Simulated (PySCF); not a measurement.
F2HOSTa, SMILES [OH][Ta]([F])([F])=[S], multiplicity 1.

Coordinates come from a PBE-D3(BJ)/def2-SVP optimisation. The spin state was assumed, not searched. The def2 effective core potentials stand for the cores of Ta; spin–orbit coupling is left out. Other conformers were not sampled.

Level of theory: PBE-D3(BJ)/def2-SVP run with PySCF.

Frequencies are harmonic and unscaled.

```tsv
mode	ν (cm⁻¹)	IR (km/mol)	moving atoms (share of kinetic energy)
1	156	11.2	F 78 %, Ta 15 %
2	163	0.0	F 31 %, O 26 %, S 17 %, Ta 16 %, H 10 %
3	180	6.0	F 59 %, S 25 %
4	185	0.0	F 58 %, O 21 %, S 19 %
5	191	1.6	O 47 %, F 22 %, H 12 %, Ta 10 %, S 10 %
6	377	116.2	H 84 %, O 14 %
7	496	182.2	H 76 %, O 22 %
8	530	56.6	S 82 %, Ta 17 %
9	675	83.5	F 93 %
10	681	103.8	F 85 %, Ta 14 %
11	729	65.7	O 80 %, H 11 %, Ta 10 %
12	3770	250.6	H 94 %
```
